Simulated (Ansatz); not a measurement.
Basis-set series for `N[SiH2][SiH](N)Cl`. The species carries charge 0 and has multiplicity 1. All single points use the PBE0-D4/def2-TZVP geometry. It is one conformer, not always the lowest.

```tsv
functional	basis	functions	energy (Eh)	HOMO (eV)	LUMO (eV)
PBE0-D4	def2-TZVPP	286	-1152.58264	-7.31	-0.32
PBE0-D4	def2-QZVPP	534	-1152.62328	-7.35	-0.48
ωB97M-V	def2-TZVPP	286	-1152.98254	-9.49	1.33
ωB97M-V	def2-QZVPP	534	-1153.02093	-9.54	1.03
```

**Question.** Give the rows for def2-SVP. (An estimate is asked.)

**Answer.** Computed: 
| functional | basis | functions | energy (Eh) | HOMO (eV) | LUMO (eV) |
| --- | --- | --- | --- | --- | --- |
| PBE0-D4 | def2-SVP | 117 | -1152.07541 | -7.09 | 0.20 |
| ωB97M-V | def2-SVP | 117 | -1152.47056 | -9.26 | 2.05 |

Positive LUMOs are unbound and depend on the basis.
